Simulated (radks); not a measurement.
The numbers below are computed, except where a source is named.
The cadmium ion Cd0.25+, 47.75 electrons, occupied as [Ar] 3d10 4s2 4p(up 3, down 2.75) 4d10 5s2 (fractional occupations, a model configuration).

Code: a radial shooting solver on a logarithmic mesh with Libxc functionals. Model: non-relativistic Kohn-Sham, TPSS, spin-polarised, spherical densities, point nucleus; meta-GGA in the generalised Kohn-Sham scheme; relativity is left out, which matters for an element this heavy.

Energy parts (hartree):
total: -5466.66640
kinetic: 5464.41565
electron-nucleus: -13007.27111
Hartree: 2226.99501
exchange-correlation: -150.80595

Orbitals (lengths in bohr, moments of r in powers of bohr; <r^-3> diverges for s and p1/2; r(90%) holds 90 % of the orbital's charge):
[
 {"orbital": "1s up", "occ.": "1", "eigenvalue (hartree)": "-943.7464", "<r>": "0.03169", "r(90%)": "0.0564", "<r^-3>": "-"},
 {"orbital": "1s down", "occ.": "1", "eigenvalue (hartree)": "-943.7442", "<r>": "0.03169", "r(90%)": "0.0564", "<r^-3>": "-"},
 {"orbital": "2s up", "occ.": "1", "eigenvalue (hartree)": "-137.2677", "<r>": "0.1373", "r(90%)": "0.211", "<r^-3>": "-"},
 {"orbital": "2s down", "occ.": "1", "eigenvalue (hartree)": "-137.2666", "<r>": "0.1373", "r(90%)": "0.211", "<r^-3>": "-"},
 {"orbital": "2p up", "occ.": "3", "eigenvalue (hartree)": "-127.8948", "<r>": "0.1172", "r(90%)": "0.190", "<r^-3>": "3554"},
 {"orbital": "2p down", "occ.": "3", "eigenvalue (hartree)": "-127.8928", "<r>": "0.1172", "r(90%)": "0.190", "<r^-3>": "3554"},
 {"orbital": "3s up", "occ.": "1", "eigenvalue (hartree)": "-25.66245", "<r>": "0.3707", "r(90%)": "0.544", "<r^-3>": "-"},
 {"orbital": "3s down", "occ.": "1", "eigenvalue (hartree)": "-25.66062", "<r>": "0.3707", "r(90%)": "0.544", "<r^-3>": "-"},
 {"orbital": "3p up", "occ.": "3", "eigenvalue (hartree)": "-21.84825", "<r>": "0.3626", "r(90%)": "0.544", "<r^-3>": "632.1"},
 {"orbital": "3p down", "occ.": "3", "eigenvalue (hartree)": "-21.84586", "<r>": "0.3626", "r(90%)": "0.544", "<r^-3>": "632.0"},
 {"orbital": "3d up", "occ.": "5", "eigenvalue (hartree)": "-14.82345", "<r>": "0.3347", "r(90%)": "0.528", "<r^-3>": "99.31"},
 {"orbital": "3d down", "occ.": "5", "eigenvalue (hartree)": "-14.82072", "<r>": "0.3347", "r(90%)": "0.528", "<r^-3>": "99.32"},
 {"orbital": "4s up", "occ.": "1", "eigenvalue (hartree)": "-3.77019", "<r>": "0.9093", "r(90%)": "1.32", "<r^-3>": "-"},
 {"orbital": "4s down", "occ.": "1", "eigenvalue (hartree)": "-3.75810", "<r>": "0.9097", "r(90%)": "1.32", "<r^-3>": "-"},
 {"orbital": "4p up", "occ.": "3", "eigenvalue (hartree)": "-2.54882", "<r>": "0.9720", "r(90%)": "1.43", "<r^-3>": "106.2"},
 {"orbital": "4p down", "occ.": "2.75", "eigenvalue (hartree)": "-2.53773", "<r>": "0.9727", "r(90%)": "1.44", "<r^-3>": "106.1"},
 {"orbital": "4d up", "occ.": "5", "eigenvalue (hartree)": "-0.58837", "<r>": "1.252", "r(90%)": "1.99", "<r^-3>": "10.51"},
 {"orbital": "4d down", "occ.": "5", "eigenvalue (hartree)": "-0.58068", "<r>": "1.256", "r(90%)": "2.00", "<r^-3>": "10.46"},
 {"orbital": "5s up", "occ.": "1", "eigenvalue (hartree)": "-0.26497", "<r>": "2.897", "r(90%)": "4.36", "<r^-3>": "-"},
 {"orbital": "5s down", "occ.": "1", "eigenvalue (hartree)": "-0.26465", "<r>": "2.900", "r(90%)": "4.36", "<r^-3>": "-"}
]

The highest occupied level is 5s down at -7.201 eV. Spin moment in Bohr magnetons: 0.25. Virial ratio -V/T = 2.00041. The electron density at the nucleus is 7.77e+04 e/bohr^3. Summed over all electrons, <r^2> = 49.19 bohr^2, which gives a Langevin (diamagnetic) susceptibility term of -39 x 10^-6 cm^3/mol. The spin density at the nucleus is 0.18082 e/bohr^3 (1s -0.04386, 2s 0.02462, 3s 0.07867, 4s 0.09739, 5s 0.02400). The density falls to 0.001 e/bohr^3 at r = 4.36 bohr.
